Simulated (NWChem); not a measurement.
Molecule: BH$_{2}$SeCl; SMILES ClB[SeH]

```xyz
5

B      0.7510     0.6041     0.0000
Cl    -0.1755     2.0864     0.0000
H      1.9521     0.6582     0.0000
Se    -0.0323    -1.1426     0.0000
H     -1.4349    -0.6969     0.0000
```
Atoms are numbered in this order, from 1.

Program: NWChem. Pople sets run with spherical d functions. Coordinates come from a PBE0/def2-SVP optimisation. Vzz is the largest principal value of the second derivative of the potential at the nucleus (NWChem prints the opposite sign); η is the asymmetry. Non-relativistic.

| level | Vzz B1 (a.u.) | η B1 | Vzz Cl2 (a.u.) | η Cl2 | Vzz Se4 (a.u.) | η Se4 |
|---|---|---|---|---|---|---|
| Hartree-Fock/cc-pVTZ | 0.425 | 0.53 | 2.049 | 0.53 | 3.625 | 0.58 |
| Hartree-Fock/def2-SVP | 0.399 | 0.51 | 1.984 | 0.50 | 3.797 | 0.62 |
| PBE0/6-31G* | 0.326 | (withheld) | (withheld) | 0.55 | (withheld) | (withheld) |
| PBE0/def2-SVP | 0.326 | 0.61 | 1.965 | 0.59 | 3.463 | 0.62 |

**Question.** What belongs in the gaps?

**Answer.** 
- PBE0/6-31G*, η B1: 0.66
- PBE0/6-31G*, Vzz Cl2 (a.u.): 2.107
- PBE0/6-31G*, Vzz Se4 (a.u.): 3.117
- PBE0/6-31G*, η Se4: 0.69
